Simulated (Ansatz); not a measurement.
A structure relaxed at PBE-D4/def2-SVP in Ansatz, charge 0, singlet:

```xyz
24

Ge   -1.6393    0.8758    0.2449
F    -2.9564    0.6659    1.3746
F    -2.2204    2.2187   -0.7112
N    -1.4201   -0.5470   -0.8624
C    -2.5402   -0.9230   -1.7508
Ge    0.0751   -1.5856   -0.8570
F     0.3189   -2.1938   -2.4772
F    -0.1402   -3.0599    0.0587
N     1.5724   -0.6744   -0.3646
C     2.8841   -1.1523   -0.8507
Ge    1.5391    0.7394    0.7750
F     2.5091    2.0157    0.0782
F     2.3963    0.4355    2.2676
N    -0.1523    1.2337    1.2323
C    -0.3216    2.0491    2.4570
H    -2.1531   -1.4790   -2.6273
H    -3.2936   -1.5540   -1.2336
H    -3.0419   -0.0102   -2.1308
H     3.5551   -0.2886   -1.0331
H     2.7560   -1.6833   -1.8145
H     3.3755   -1.8385   -0.1290
H    -1.3144    1.8479    2.9045
H    -0.2392    3.1369    2.2491
H     0.4509    1.7708    3.2002
```

Q: Give its formula, name or SMILES and point group.

A: cyclo-(F2GeNMe)3 (C3H9F6Ge3N3). Point group Cs (tolerance 0.1 Å).

Q: Summarise the bond lengths by kind (pairs closer than 1.2 times the sum of covalent radii, bridged metal pairs left out).

A: 6 × F–Ge 1.75 Å; 6 × Ge–N 1.82 Å; 3 × C–N 1.48 Å; 9 × C–H 1.11 Å.
